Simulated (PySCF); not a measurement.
**Rh₂Se: bending curve**

Computed with PySCF, PBE0, basis Se def2-TZVP, Rh def2-TZVP with ECP28 (scalar-relativistic core potentials, no spin–orbit coupling, density fitting).

Rigid scan from the singlet minimum (Rh–Rh 2.544 Å, Se–Rh 2.195 Å (×2); Rh–Rh–Se 54.6° (×2), Rh–Se–Rh 70.8°). Coordinate: the Rh–Se–Rh angle, bonds fixed. Energies in kJ/mol from the minimum.

**Question.** Predict the curve at 80, 90, 100, 110, 120, 130, 140, 150, 160, 170, 180.

**Answer.** 
| bond angle (°) | E (kJ/mol) | dipole size (D) |
| --- | --- | --- |
| 80 | 17.9 | 1.51 |
| 90 | 50.1 | 1.26 |
| 100 | 78.9 | 1.00 |
| 110 | 102.8 | 0.73 |
| 120 | 123.0 | 0.46 |
| 130 | 140.9 | 0.19 |
| 140 | 156.9 | 0.06 |
| 150 | 171.1 | 0.23 |
| 160 | 182.4 | 0.28 |
| 170 | 190.0 | 0.19 |
| 180 | 192.6 | 0.00 |

With the bonds held, the linear shape lies 192.6 kJ/mol from the minimum.

Stability towards spin polarisation was not tested.

The scan took 110 s on 2 threads of a shared Intel Xeon @ 2.50GHz (Skylake/Cascade Lake) host; the process peaked at 1.1 GiB.
